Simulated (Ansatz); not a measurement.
`BB` + `CN[SiH2]N` → `BN(C)[SiH2]N` + BH₃  (cleavage of the B–B bond)

Gas-phase electronic energies from Ansatz, PBE0-D4/def2-TZVP geometries. CBS: MP2 limit from def2 TZ/QZ plus the TZ coupled-cluster correction, frozen cores. This one scheme is used for every species. DFT in def2-TZVPP. Each species was taken in one conformer, which may not be the lowest.

CCSD(T)/CBS gives -34.3 kcal/mol.

Task: Another level gave -29.9 kcal/mol. Which?
A. MP2/def2-TZVPP
B. ωB97X-V/def2-TZVPP
C. CCSD/def2-TZVPP
D. PBE/def2-TZVPP

Result: D. PBE -29.9, CCSD/def2-TZVPP -34.5, ωB97X-V -32.7, MP2/def2-TZVPP -37.4 kcal/mol.

Largest T1 diagnostic among the species: 0.012.

In def2-TZVPP, CCSD(T) changes the Hartree–Fock value by −3.3 kcal/mol (the triples alone add −1.0 kcal/mol) and MP2 by −5.1 kcal/mol. The D4 term adds −1.9 kcal/mol with B3LYP and −1.0 kcal/mol with PBE0; it sums over pairs of atoms, weighted by their polarisabilities, and B3LYP, whose exchange is more repulsive, gets the larger term. From PBE to PBE0 (25 % exact exchange), in def2-TZVPP and without D4, ΔE moves by −0.8 kcal/mol.

B3LYP here is the variant with VWN-RPA as its local correlation; programs differ in this.
